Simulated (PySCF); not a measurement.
hydrogen iodide (HI), singlet, at a GFN2-xTB geometry (core potentials on I), atoms displaced at random by about 0.03 Å a coordinate.

PySCF was given this input:
```python
from pyscf import gto, scf, dft

mol = gto.M(
    atom='''
I     0.00501533   -0.01026075   -0.04263006
H     0.01533286    0.00645863    1.53998585
''',
    basis='def2-svp',
    ecp={'I': 'def2-svp'},
    verbose=4,
)

mf = dft.RKS(mol)
mf.xc = 'r2scan'
mf.kernel()
g = mf.nuc_grad_method()
grad = g.kernel()
```

### Question
Estimate the HOMO-LUMO gap that R2SCAN/def2-SVP, gradient in PySCF returns for this input.

### Answer
5.85 eV

### Question
What is the computed dipole moment (R2SCAN/def2-SVP, gradient)?

### Answer
0.69 D

### Question
What is the computed total energy (R2SCAN/def2-SVP, gradient)?

### Answer
-298.4087 Eh
